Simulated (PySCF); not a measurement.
**Computed data sheet: `FC[C@@H]1CC[C@H]1C(F)(F)F`**

Species: C6H8F4.
Geometry (PBE0-D3(BJ)/def2-SVP, Å), atoms numbered from 1 in this order:
```xyz
18
C6H8F4 angstrom
F      2.4800   -0.0783    0.6997
C      1.9243   -0.4229   -0.5118
C      0.5127    0.0911   -0.5967
C      0.2374    1.5772   -0.2859
C     -1.0252    1.1488    0.4851
C     -0.4483   -0.2750    0.5525
C     -1.3682   -1.4397    0.3411
F     -2.2166   -1.5968    1.3610
F     -2.1047   -1.2985   -0.7703
F     -0.6756   -2.5800    0.2089
H      1.9407   -1.5225   -0.6000
H      2.5478    0.0068   -1.3150
H      0.0801   -0.1997   -1.5677
H      0.1149    2.2637   -1.1355
H      1.0080    1.9741    0.3908
H     -1.2461    1.6482    1.4383
H     -1.9224    1.1786   -0.1505
H      0.1111   -0.4497    1.4834
```

Among its groups: CF3 group, C–F bond and cyclobutane ring.

From PBE0-D3(BJ)/def2-SVP geometry optimisation, gas phase (PySCF):

```yaml
Point_group: C1
Rotational_constants_A_B_C: 2.025, 0.940, 0.794 GHz
```

From B3LYP/def2-SVPD ground state, ΔSCF and vertical TDDFT (core frozen in the response) (PySCF):

```yaml
Dipole_moment: 2.24 D
HOMO_energy: -8.97 eV
LUMO_energy: 0.34 eV
HOMO–LUMO_gap: 9.31 eV
Lowest_singlet_excitation: 8.40 eV (148 nm, f = 0.033)
Strongest_line_among_the_10_lowest_singlet_transitions: S1 at 8.40 eV (148 nm, f = 0.033)
Lowest_triplet_excitation_Tamm–Dancoff: 8.23 eV
Static_isotropic_polarisability: 72.3 au
Vertical_ionisation_energy: 11.07 eV
Electronic_spatial_extent_⟨r²⟩_about_the_centre_of_nuclear_charge: 1456 bohr²
```

**CAM-B3LYP/pcSseg-1 ground state and GIAO shieldings, non-relativistic (PySCF)**

```yaml
13C_chemical_shifts_computed_TMS_as_zero_by_class: 134.4 (C7), 83.5 (C2), 38.3 (C3), 38.1 (C6), 18.3 (C5), 18.0 (C4) ppm
1H_chemical_shifts_computed_TMS_as_zero_by_class: 4.45 (H11), 4.31 (H12), 2.74 (H18), 2.08 (H15), 2.08 (H13), 1.91 (H17), 1.77 (H16), 1.61 (H14) ppm
Isotropic_shieldings_of_nuclei_other_than_C_and_H_by_class: 267 (F8/F9/F10), 436 (F1) ppm
```

Monoisotopic mass (most abundant isotopes): 156.0562 u.

The dipole matches unit charges of opposite sign 0.47 Å apart (1 e·Å = 4.8032 D). The polarisability is 10.71 Å³ as a volume (1 au = 0.148185 Å³), or 0.90 au for each of the 80 electrons. The vertical singlet–triplet gap S1 − T1 is 0.17 eV (TDDFT singlet less Tamm–Dancoff triplet; S1: HOMO→LUMO, weight 0.96; T1: HOMO→LUMO, weight 0.92). S1 lies 0.91 eV below the HOMO–LUMO gap; its leading configuration is HOMO→LUMO, weight 0.96. With B = h/(8π²I), that is 505.379 GHz u Å² over I, the principal moments of inertia are 249.6, 537.6 and 636.1 u Å² (most abundant isotopes). No computed singlet falls in the visible range (750 to 380 nm, 1.65 to 3.26 eV); S1 lies 5.14 eV above its blue end.

 NMR classes are plain means over equivalent atoms (diastereotopic ones count apart unless rotation or inversion swaps them), as if these changed places fast; in this geometry the members of some classes differ.

One conformer stands for the species.
